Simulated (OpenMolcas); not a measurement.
**Te I: effect of the active space**

```yaml
Program: OpenMolcas
Method: SS-CASPT2 or its RAS form, IPEA 0.25 Eh, imaginary shift 0.1 Eh
Basis: ANO-RCC-VTZP
Scalar_Hamiltonian: DKH2, point nucleus
Spin-orbit_coupling: RASSI with atomic mean-field integrals over the reference wave functions, term energies averaged over their components
```

A. 4 electrons in 3 orbitals (5p); 2S+1 = 3 even, 3 roots; 2S+1 = 1 even, 6 roots; closed shells correlated: 4d 5s; CASPT2 step roughly 1.1 core-seconds
B. 6 electrons in 8 orbitals (5s 5p 6s 6p); 2S+1 = 3 even, 3 roots; 2S+1 = 1 even, 6 roots; 2S+1 = 3 odd, 3 roots (0 in the spin-orbit step); closed shells correlated: 4d; CASPT2 step of the order of 4 core-seconds
C. 6 electrons in 9 orbitals (RAS2 5s 5p; RAS3 5d, at most 2 electrons); 2S+1 = 3 even, 3 roots; 2S+1 = 1 even, 6 roots; 2S+1 = 3 odd, 3 roots; closed shells correlated: 4d; CASPT2 step roughly 8 core-seconds

Energies in cm⁻¹ above 5s² 5p⁴ ³P₂, the measured ground level; measured values from NIST Handbook of Basic Atomic Spectroscopic Data.

```csv
Level,A,B,C,Measured
5s² 5p⁴ ³P₂,0.0,0.0,0.0,0.0
5s² 5p⁴ ³P₁,4290,4160,4180,4751
5s² 5p⁴ ³P₀,4580,4490,4520,4706
5s² 5p⁴ ¹D₂,10630,10940,10590,10558
5s² 5p⁴ ¹S₀,23460,24160,23130,23198
```

Deviations, from unrounded energies. A percentage is the sum of absolute deviations over the sum of measured energies, with the sign that they share, or ± where signs differ.

```csv
Against measurement,Levels,A,B,C
mean absolute deviation (cm-1),4,230,540,210
fine structure of the ground term (%),2,-6.2,-8.5,-8.0
other terms of the ground configuration (%),2,+1.0,+4.0,±0.3
```

C lies closest to measurement on these levels and B furthest from it. The largest miss of C in the table is 5s² 5p⁴ ³P₁, by -570 cm-1. The ranking rests on the paired levels alone, and a cruder setting can come out closer through cancelling errors.

The two smallest mean deviations differ by little beside CASPT2's spread within terms, so their order carries little weight.

Among A to C the level of the table that moves most is 5s² 5p⁴ ¹S₀, by 1000 cm-1 (lowest in C, highest in B). Moves below CASPT2's spread within the term are not significant.

Term energies are means over components that CASPT2 splits; among the terms shown or strongly mixed into the levels shown the widest spread is 160 cm-1 (5s² 5p⁴ ¹D, A). With the s shell closed, the reference lacks s² → p² mixing (holds for A). Some high roots are left out of the spin-orbit mixing, which shifts the levels that they would mix with (holds for B). Active for correlation alone: 6p 6s; no level in the range computed is led by a configuration that fills them, so any true level of that kind is missing (holds for B). Active for correlation alone: 5d; no level in the range computed is led by a configuration that fills it, so any true level of that kind is missing (holds for C). Computed and measured levels are paired by configuration, term and J; levels that our copy of the source lacks, or whose pairing is in doubt (as where it misses far off the trend of its configuration), stay unpaired and out of the deviations. Only configurations of the active space appear. The table leaves out levels that lie high or whose names do not pair safely across all columns.
